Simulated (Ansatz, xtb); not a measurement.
# Ranking isomers of C5H4N2S

4 gas-phase structures of C5H4N2S, from a drawn sample of its isomers (lower ones may exist). Each was relaxed with GFN2-xTB:

A. `Cc1nc(C#N)cs1`, a singlet
B. `Cc1cnc(C#N)s1`, a singlet
C. `Cc1ncc(C#N)s1`, a singlet
D. `Cc1csc(C#N)n1`, a singlet

Question: Estimate their order in r2SCAN-D4/def2-SVP//GFN2-xTB energy at these geometries, lowest first.

Answer: Calculated order at r2SCAN-D4/def2-SVP//GFN2-xTB: C (0.0), A (4.4), D (12.7), B (16.2) kJ/mol. Less than 1 kcal/mol parts D and B, so the order within that pair means little.

Energies above the lowest of each column, in kJ/mol; the last columns are at r2SCAN-D4/def2-SVP geometries:

| structure | GFN2-xTB | HF/STO-3G | r2SCAN-D4/def2-SVP//GFN2-xTB | r2SCAN-D4/def2-SVP | CCSD(T)/def2-SVP + ΔMP2/def2-TZVPP |
| --- | --- | --- | --- | --- | --- |
| C | 0.0 | 1.1 | 0.0 | 0.0 | 0.9 |
| A | 5.2 | 0.0 | 4.4 | 4.2 | 0.0 |
| D | 10.4 | 12.1 | 12.7 | 12.7 | 10.5 |
| B | 12.7 | 13.4 | 16.2 | 15.8 | 16.4 |

CCSD(T)/def2-SVP + ΔMP2/def2-TZVPP has A and C within 1 kcal/mol of each other at the bottom, and every level picks one of them. CCSD(T)/def2-SVP + ΔMP2/def2-TZVPP orders those it was run on as A (0.0), C (0.9), D (10.5), B (16.4) kJ/mol. Less than 1 kcal/mol parts A and C, so the order within that pair means little. ΔMP2 is the change of the MP2 energy from the smaller to the larger basis.

Over these structures GFN2-xTB departs from r2SCAN-D4/def2-SVP//GFN2-xTB by 1.7 kJ/mol on average once a common shift is removed. A GFN2-xTB relaxation took about 0.066 s and the r2SCAN-D4/def2-SVP//GFN2-xTB energy about 2.6 s on a shared host (Ansatz 0.2.0, xtb 6.7.1).
